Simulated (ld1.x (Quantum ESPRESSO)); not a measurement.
What one change does to a pseudopotential (oxygen, ultrasoft)

```json
{
  "Element": "O",
  "Generator": "ld1.x (Quantum ESPRESSO) 7.5",
  "Type": "ultrasoft",
  "Functional": "LDA (PZ)",
  "Relativity": "non-relativistic",
  "Frozen core": "[He]",
  "Valence charge": "6",
  "Reference configuration": "2s2 2p4",
  "Partial waves": "2s (bound): rcut 0.70, rcutus 0.90 bohr; 2s channel at -0.65 Ry: rcut 0.70, rcutus 0.90 bohr; 2p (bound): rcut 1.10, rcutus 1.20 bohr; 2p channel at 0.45 Ry: rcut 1.10, rcutus 1.20 bohr; 3d channel at -0.1 Ry: rcut 0.95, rcutus 1.25 bohr",
  "Local potential": "all-electron potential smoothed inside 1.00 bohr (lloc = -1)",
  "Core correction": "none",
  "Augmentation charge": "built from norm-conserving waves at rcut, not smoothed further"
}
```

All-electron outer shells of the reference configuration (LDA (PZ), non-relativistic, ld1.x):

```tsv
shell	level (eV)	outermost node (bohr)	outermost maximum (bohr)
2s	-23.71	0.28	0.88
2p	-9.21	–	0.82
```

Change: all radii scaled by about 1.33 (s 1.20, p 1.60, d 1.66 bohr, rcut 0.94/1.46/1.26); local potential all-electron potential smoothed inside 1.34 bohr (lloc = -1).

Cutoffs: the cutoffs (Ry, on a coarse ladder) from which the occupation-weighted sum of valence levels, in a spherical-Bessel basis at the reference potential, stays within 10 and 1 mRy of its value at 400 Ry; they do not see the model core or the augmentation charge, which bear on the density cutoff. Errors are all-electron minus pseudo energies relative to the spin-unpolarised reference configuration.

**Question.** What does the change do?

**Answer.** The potential gets softer (50 Ry and 90 Ry → 30 Ry and 40 Ry); of the 9 tests that both files solve, the error grows in 7 and shrinks in 1 by more than 15 % and 0.3 meV (median size 61.3 → 110.1 meV); neither file shows a bound ghost. A larger radius leaves more room for a smooth pseudo-wave, so fewer plane waves are needed.

| quantity | base | changed |
| --- | --- | --- |
| cutoff, loose | 50 Ry | 30 Ry |
| cutoff, tight | 90 Ry | 40 Ry |
| loose cutoff by channel (10 mRy a level) | s 15 Ry, p 45 Ry | s 21 Ry, p 25 Ry |
| bound ghosts | none | none |
| error for 2s2 2p3, meV [ΔE 16.59 eV] | +6.1 | +46 |
| error for 2s2 2p2, meV [ΔE 50.31 eV] | +56 | +365 |
| error for 2s2 2p1, meV [ΔE 104.27 eV] | +259 | +1167 |
| error for 2s1 2p5, meV [ΔE 14.53 eV] | +15 | +20 |
| error for 2s2 2p3.5, meV [ΔE 6.37 eV] | +1.0 | +6.6 |
| error for 2s0 2p6, meV [ΔE 29.12 eV] | +61 | +83 |
| error for 2s2 2p0, meV [ΔE 181.23 eV] | +895 | +2184 |
| error for 2s2 2p4 (spin-polarised), meV [ΔE -1.41 eV] | +132 | +110 |
| error for 2s2 2p3 (spin-polarised), meV [ΔE 12.58 eV] | +432 | +405 |
| lowest overlap eigenvalue by channel | s 0.50, p 0.94, d 0.74 | s 0.61, p 1.00, d 0.93 |
